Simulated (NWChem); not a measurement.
System meant: CH4SSi, singlet; SMILES [Si](C)S

Here is an NWChem input.

```
start job
memory heap 200 mb stack 900 mb global 1100 mb
geometry units angstroms noautoz
  Si    -0.738310    -0.550407     0.299856
  C      0.826915    -1.633506     0.024615
  H      1.200330    -1.938586     1.014501
  H      1.657250    -1.174205    -0.522183
  H      0.539422    -2.562135    -0.486326
  S      0.180671     1.336896    -0.228189
  H     -0.884212     2.141001    -0.012410
end
basis spherical
  Si library def2-svp
  C library def2-svp
  H library def2-svp
  S library def2-svp
end
dft
  odft
  mult 2
  xc pbe0
  iterations 150
  mulliken
end
task dft energy
```

End of the output:

```
 ==============================================================================
                                 internuclear angles
 ------------------------------------------------------------------------------
        center 1       |       center 2       |       center 3       |  degrees
 ------------------------------------------------------------------------------
    2 C                |   1 Si               |   6 S                |    96.35
    1 Si               |   2 C                |   3 H                |   107.66
    1 Si               |   2 C                |   4 H                |   116.89
    1 Si               |   2 C                |   5 H                |   109.25
    3 H                |   2 C                |   4 H                |   107.93
    3 H                |   2 C                |   5 H                |   105.83
    4 H                |   2 C                |   5 H                |   108.71
    1 Si               |   6 S                |   7 H                |    98.35
 ------------------------------------------------------------------------------
                            number of included internuclear angles:          8
 ==============================================================================

 Summary of "ao basis" -> "" (spherical)
 ------------------------------------------------------------------------------
       Tag                 Description            Shells   Functions and Types
 ---------------- ------------------------------  ------  ---------------------
 Si                         def2-svp                 8       18   4s3p1d
 C                          def2-svp                 6       14   3s2p1d
 H                          def2-svp                 3        5   2s1p
 S                          def2-svp                 8       18   4s3p1d

                                 NWChem DFT Module
                                 -----------------

 Summary of "ao basis" -> "ao basis" (spherical)
 ------------------------------------------------------------------------------
       Tag                 Description            Shells   Functions and Types
 ---------------- ------------------------------  ------  ---------------------
 Si                         def2-svp                 8       18   4s3p1d
 C                          def2-svp                 6       14   3s2p1d
 H                          def2-svp                 3        5   2s1p
 S                          def2-svp                 8       18   4s3p1d

  number of electrons :                   40
  multiplicity        :                    2
 ------------------------------------------------------------------------
  no. of electrons and multiplicity not compatible                  40
 ------------------------------------------------------------------------
 ------------------------------------------------------------------------
  current input line :
    25: task dft energy
 ------------------------------------------------------------------------
 ------------------------------------------------------------------------
 There is an error in the input file
 ------------------------------------------------------------------------
 For more information see the NWChem manual at https://nwchemgit.github.io

0: no. of electrons and multiplicity not compatible:Received an Error in Communication
```

Q: What is wrong, and how is it mended?

A: The input was rejected before any calculation. Cause: the multiplicity doesn't fit the number of electrons (an even count wants an odd multiplicity, and the reverse). This input runs:
```
start job
memory heap 200 mb stack 900 mb global 1100 mb
geometry units angstroms noautoz
  Si    -0.738310    -0.550407     0.299856
  C      0.826915    -1.633506     0.024615
  H      1.200330    -1.938586     1.014501
  H      1.657250    -1.174205    -0.522183
  H      0.539422    -2.562135    -0.486326
  S      0.180671     1.336896    -0.228189
  H     -0.884212     2.141001    -0.012410
end
basis spherical
  Si library def2-svp
  C library def2-svp
  H library def2-svp
  S library def2-svp
end
dft
  xc pbe0
  iterations 150
  mulliken
end
task dft energy
```
It converges to -727.63366 Ha (PBE0/def2-SVP).
